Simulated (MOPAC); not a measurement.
MOPAC input (PM6):

```
PM6 1SCF CHARGE=-1 GEO-OK AUX(PRECISION=9) THREADS=1
CHO3

O     1.14207600 1   -0.57711700 1    0.03962100 1
C    -0.16899700 1    0.04002200 1   -0.00836400 1
O    -0.13209200 1    1.28601200 1    0.06261500 1
O    -1.09820300 1   -0.76284600 1   -0.11072700 1
H     1.71973000 1    0.19147500 1    0.11810800 1
```

Output:

```
 *******************************************************************************
 **                                                                           **
 **                              MOPAC v23.2.5                                **
 **                                                                           **
 *******************************************************************************
 ** MOPAC's Digital Object Identifier: https://doi.org/10.5281/zenodo.6511958 **
 **                                                                           **
 ** Please cite the open-source release paper for use of this MOPAC version:  **
 ** J. E. Moussa and J. J. P. Stewart (2026)                                  **
 ** MOPAC: An open-source semiempirical molecular orbital program             **
 ** J. Open Source Softw., 11(119), 8025, https://doi.org/10.21105/joss.08025 **
 *******************************************************************************

                              PM6 CALCULATION RESULTS

 *******************************************************************************
 *  PM6        - The PM6 Hamiltonian to be used
 *  GEO-OK     - OVERRIDE INTERATOMIC DISTANCE AND OTHER SAFETY CHECKS
 *
 *
 *
 *                 CHARGE ON SYSTEM = -1
 *
 *
 *
 *  1SCF       - DO 1 SCF AND THEN STOP
 *  AUX        - OUTPUT AUXILIARY INFORMATION
 *******************************************************************************
PM6 1SCF CHARGE=-1 GEO-OK AUX(PRECISION=9) THREADS=1
 CHO3

   ATOM   CHEMICAL          X               Y               Z
  NUMBER   SYMBOL      (ANGSTROMS)     (ANGSTROMS)     (ANGSTROMS)

     1       O          1.14207600  *  -0.57711700  *   0.03962100  *
     2       C         -0.16899700  *   0.04002200  *  -0.00836400  *
     3       O         -0.13209200  *   1.28601200  *   0.06261500  *
     4       O         -1.09820300  *  -0.76284600  *  -0.11072700  *
     5       H          1.71973000  *   0.19147500  *   0.11810800  *

          CARTESIAN COORDINATES

    NO.       ATOM           X           Y           Z

     1         O          1.1421     -0.5771      0.0396
     2         C         -0.1690      0.0400     -0.0084
     3         O         -0.1321      1.2860      0.0626
     4         O         -1.0982     -0.7628     -0.1107
     5         H          1.7197      0.1915      0.1181

 General Reference for PM6:
 "Optimization of Parameters for Semiempirical Methods V: Modification of NDDO Approximations
 and Application to 70 Elements", J. J. P. Stewart, J. Mol. Mod., 13, 1173-1213 (2007)
 URL: https://link.springer.com/article/10.1007/s00894-007-0233-4

           Empirical Formula: C H O3  =     5 atoms

      MOLECULAR POINT GROUP   :   Cs

      RHF CALCULATION, NO. OF DOUBLY OCCUPIED LEVELS = 12

 -------------------------------------------------------------------------------
 PM6 1SCF CHARGE=-1 GEO-OK AUX(PRECISION=9) THREADS=1
 CHO3

     1SCF WAS SPECIFIED, SO BFGS WAS NOT USED
     SCF FIELD WAS ACHIEVED

                              PM6 CALCULATION
                                                       MOPAC v23.2.5 Linux

          FINAL HEAT OF FORMATION =       -184.02954 KCAL/MOL =    -769.97958 KJ/MOL

          COSMO AREA              =         79.39 SQUARE ANGSTROMS
          COSMO VOLUME            =         60.64 CUBIC ANGSTROMS

          IONIZATION POTENTIAL    =          5.724561 EV
          HOMO LUMO ENERGIES (EV) =         -5.725  7.059
          NO. OF FILLED LEVELS    =         12
          MOLECULAR WEIGHT        =         61.0171         POINT GROUP:  Cs

          MOLECULAR DIMENSIONS (Angstroms)

            Atom       Atom       Distance
            H     5    O     4     2.98393
            O     3    O     1     2.17450
            C     2    O     1     0.00000

          SCF CALCULATIONS        =          1

   ATOM   CHEMICAL          X               Y               Z
  NUMBER   SYMBOL      (ANGSTROMS)     (ANGSTROMS)     (ANGSTROMS)

     1       O          1.14207600  *  -0.57711700  *   0.03962100  *
     2       C         -0.16899700  *   0.04002200  *  -0.00836400  *
     3       O         -0.13209200  *   1.28601200  *   0.06261500  *
     4       O         -1.09820300  *  -0.76284600  *  -0.11072700  *
     5       H          1.71973000  *   0.19147500  *   0.11810800  *

                             CARTESIAN COORDINATES

   1    O        1.142076000    -0.577117000     0.039621000
   2    C       -0.168997000     0.040022000    -0.008364000
   3    O       -0.132092000     1.286012000     0.062615000
   4    O       -1.098203000    -0.762846000    -0.110727000
   5    H        1.719730000     0.191475000     0.118108000

           Empirical Formula: C H O3  =     5 atoms

      MOLECULAR POINT GROUP   :   Cs

                  EIGENVALUES
 -25.88421 -25.15674 -23.91319 -15.73150 -12.32573 -10.70369 -10.67296  -8.96312
  -6.79217  -6.02872  -6.00446  -5.72456   7.05916   7.54477   9.60855   9.87163
  10.77297

              NET ATOMIC CHARGES AND DIPOLE CONTRIBUTIONS

  ATOM NO.   TYPE          CHARGE      No. of ELECS.   s-Pop       p-Pop
    1          O          -0.667084        6.6671     1.83862     4.82846
    2          C           0.820920        3.1791     1.01942     2.15966
    3          O          -0.769064        6.7691     1.86803     4.90104
    4          O          -0.690040        6.6900     1.86020     4.82984
    5          H           0.305268        0.6947     0.69473
 DIPOLE           X         Y         Z       TOTAL
 POINT-CHG.     2.189     0.051     0.140     2.194
 HYBRID         0.248     0.204     0.027     0.322
 SUM            2.437     0.254     0.166     2.456

          ATOMIC ORBITAL ELECTRON POPULATIONS

     Atom    s        px        py        pz
    1  O   1.83862   1.40195   1.50518   1.92133
    2  C   1.01942   0.72944   0.75599   0.67423
    3  O   1.86803   1.87047   1.31256   1.71801
    4  O   1.86020   1.51148   1.63847   1.67988
    5  H   0.69473

 **********************
 *                    *
 * JOB ENDED NORMALLY *
 *                    *
 **********************

 == MOPAC DONE ==
```

The dipole moment of an ion depends on the origin.

The geometry given is a B3LYP-D3(BJ)/def2-TZVP minimum.
